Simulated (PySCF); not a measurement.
Al(F)(NCO)(OMe) (C2H3AlFNO2), SMILES C[O][Al]([F])[N]=C=O. Atoms are numbered in the order given.

```xyz
10

Al    -0.4749    -0.5926     0.3092
F     -1.1229    -1.2984     1.6577
N      0.5844     0.8043     0.5051
C      1.2970     1.7540     0.6919
O      1.9910     2.6779     0.8653
O     -0.8482    -1.2255    -1.1960
C     -0.5520    -0.9543    -2.5371
H     -0.0560    -1.8237    -3.0020
H     -1.4801    -0.7556    -3.1002
H      0.1131    -0.0785    -2.6543
```

The structure is a stationary point at ωB97X-D3(BJ)/def2-SVP. The structure was generated by enumeration; whether it is a known compound was not checked. The values are those of a single conformer.

All values below come from B3LYP/def2-TZVP run with PySCF.

Gas-phase values at a fixed geometry.

Computed frontier levels, gap, dipole moment and polarisability:
highest occupied level: -8.43 eV
lowest empty level: -1.15 eV
orbital gap: 7.28 eV
dipole moment: 2.24 D
quadrupole, principal values (traceless, Buckingham form, about the centre of nuclear charge): -15.24, 4.74, 10.50 D·Å
mean static polarisability: 55.1 bohr³ (8.16 Å³)
polarisability, principal values: 40.0, 50.2, 75.1 bohr³
